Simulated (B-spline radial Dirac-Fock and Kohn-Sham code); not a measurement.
# What relativity does to the binding energies of Tb²²⁺

System: the Tb²²⁺ ion, configuration [Kr] 4d7.

Both columns are ΔSCF binding energies of the configuration average from a B-spline atomic structure program: non-relativistic Hartree-Fock with a point nucleus, and Dirac-Fock with a finite nucleus and the Coulomb interaction alone, averaged over the two j levels with weights 2j+1.

```
shell  Hartree-Fock (eV)  Dirac-Fock (eV)  shift (eV)  shift (%)
   1s            49685.6          52884.1    +3198.50      +6.44
   2s             8580.0           9405.7     +825.74      +9.62
   2p             8181.9           8446.1     +264.22      +3.23
   3s             2433.9           2631.0     +197.09      +8.10
   3p             2256.1           2326.3      +70.17      +3.11
   4s              945.9           1001.0      +55.07      +5.82
   4p              869.4            889.3      +19.89      +2.29
   4d              738.3            735.8       -2.41      -0.33
```

Relativity binds 1s, 2s, 2p, 3s, 3p, 4s, 4p more strongly, among those listed most of all 2s in relative terms, and 4d more weakly, because the contracted s and p shells screen the nucleus better.

Values without a named source are computed, but for edge energies of neutral atoms, which are taken from tables.
